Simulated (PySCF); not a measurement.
CH$_{3}$Si (SMILES [CH]=[SiH2]), doublet, geometry from GFN2-xTB. Base run: BLYP/6-31G* (PySCF).

Here is a job for PySCF.
```python
from pyscf import gto, scf, dft

mol = gto.Mole()
mol.atom = '''
    C     1.17235399   -0.51759579    0.06293167
    Si   -0.45520809    0.16575315   -0.02265336
    H     2.03284901    0.15627040    0.05580559
    H    -1.16628321    1.45656207   -0.11024969
    H    -1.52777651   -0.82780188   -0.00599886
'''
mol.basis = '6-31g*'
mol.spin = 1
mol.verbose = 3
mol.build()

mf = dft.UKS(mol)
mf.xc = 'blyp'
mf.kernel()
mf.analyze()
```

The base run was repeated with changes; each row names its change, and settings that it needs were set with it.

| change | ΔE vs base (mEh) | fitting functions | dipole (D) |
|---|---|---|---|
| base | 0.000 | - | 1.25 |
| auxbasis = cc-pvqz-jkfit | -0.014 | 407 | 1.25 |
| auxbasis = even-tempered beta=3.0 | -1.543 | 217 | 1.25 |
| auxbasis = autoaux | -0.525 | 298 | 1.25 |
| auxbasis = cc-pvtz-jkfit | -0.026 | 290 | 1.25 |
| auxbasis = def2-universal-jfit | -0.164 | 133 | 1.25 |
| auxbasis = even-tempered beta=2.0 | -0.265 | 315 | 1.25 |
| auxbasis = even-tempered beta=1.6 | -0.173 | 481 | 1.25 |
| auxbasis = def2-universal-jkfit | -0.048 | 257 | 1.25 |
| auxbasis = def2-svp-ri | -448.2 | 152 | 1.25 |

A fitting set is made for a task (jfit for Coulomb, jkfit for Coulomb and exchange, ri for correlation) and for a family of orbital bases.

Open shells are given as the SCF converged; they aren't shown to be the lowest states, and a large step between rows can be another state.
